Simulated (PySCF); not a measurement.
## Scalar relativity in K (potassium, neutral)

[Ar] 4s1, 2S determinant; PBE calculated with PySCF 2.14 in dyall-av3z (25s18p5d2f, 118 functions), once non-relativistic with a point nucleus and once with spin-free X2C-1e and a Gaussian nucleus.

| shell | ε non-rel. (eV) | rms r non-rel. (bohr, spins averaged) |
| --- | --- | --- |
| 1s α | -3504.9 | 0.09451 |
| 1s β | -3504.9 | 0.09451 |
| 2s α | -350.43 | 0.4245 |
| 2s β | -350.41 | 0.4245 |
| 2p α | -279.87 | 0.3912 |
| 2p β | -279.85 | 0.3912 |
| 3s α | -35.001 | 1.372 |
| 3s β | -34.945 | 1.372 |
| 3p α | -18.822 | 1.566 |
| 3p β | -18.738 | 1.566 |
| 4s α | -2.533 | 5.317 |

(1) How does scalar relativity move these shells?

The total energy goes from -599.7103 to -602.0279 hartree.

Ionisation energy, K [Ar] 4s1 (2S) → K⁺ [Ar] (1S) (eV):

| method | non-relativistic | spin-free X2C | shift |
| --- | --- | --- | --- |
| UHF | 4.008 | 4.023 | 0.015 |
| LDA | 4.531 | 4.551 | 0.019 |
| PBE | 4.448 | 4.465 | 0.017 |
| PBE0 | 4.375 | 4.392 | 0.017 |
| r2SCAN | 4.247 | 4.263 | 0.017 |

Relativity contracts and stabilises s shells directly. The contracted s shells screen the nucleus better, so for spin-averaged p shells the direct and indirect effects partly cancel.

Answers

(1) 1s α: ε -3520.2 eV, radius -0.74 %; 1s β: ε -3520.1 eV, radius -0.74 %; 2s α: ε -353.19 eV, radius -0.59 %; 2s β: ε -353.17 eV, radius -0.59 %; 2p α: ε -279.92 eV, radius -0.20 %; 2p β: ε -279.91 eV, radius -0.20 %; 3s α: ε -35.294 eV, radius -0.48 %; 3s β: ε -35.238 eV, radius -0.48 %; 3p α: ε -18.785 eV, radius -0.04 %; 3p β: ε -18.699 eV, radius -0.04 %; 4s α: ε -2.541 eV, radius -0.36 %.
